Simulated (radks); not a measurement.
Trend from Zr2+ to Cd2+: ionisation energy by Delta-SCF between NIST ground configurations, and size. Method: Dirac Kohn-Sham, PBEsol, spin-unpolarised, spherical densities, point nucleus; open shells fill j = l - 1/2 first; computed with a radial shooting solver on a logarithmic mesh with Libxc functionals.

| species | configuration | configuration of the ion | IE (eV) | NIST (eV) | kind |
|---|---|---|---|---|---|
| Zr2+ | [Kr] 4d2 | [Kr] 4d1 | 22.657 | 23.170 | semi-emp. |
| Nb2+ | [Kr] 4d3 | [Kr] 4d2 | 24.773 | 25.040 | semi-emp. |
| Mo2+ | [Kr] 4d4 | [Kr] 4d3 | 26.805 | 27.1 | semi-emp. |
| Tc2+ | [Kr] 4d5 | [Kr] 4d4 | 28.469 | 29.550 | semi-emp. |
| Ru2+ | [Kr] 4d6 | [Kr] 4d5 | 30.372 | 28.470 | semi-emp. |
| Rh2+ | [Kr] 4d7 | [Kr] 4d6 | 32.238 | 31.060 | semi-emp. |
| Pd2+ | [Kr] 4d8 | [Kr] 4d7 | 34.076 | 32.930 | semi-emp. |
| Ag2+ | [Kr] 4d9 | [Kr] 4d8 | 35.890 | 34.8 | semi-emp. |
| Cd2+ | [Kr] 4d10 | [Kr] 4d9 | 37.686 | 37.47 | exp. |

Reference values: NIST Atomic Spectra Database (exp. = measured, semi-emp. = semi-empirical, theory = theoretical value adopted there). Spin polarisation and multiplet splitting are left out, so open shells lie too high by an amount that depends on their filling.

Beside tabulated values, note that spin-unpolarised runs miss the spin-polarisation part of the exchange energy of open shells.
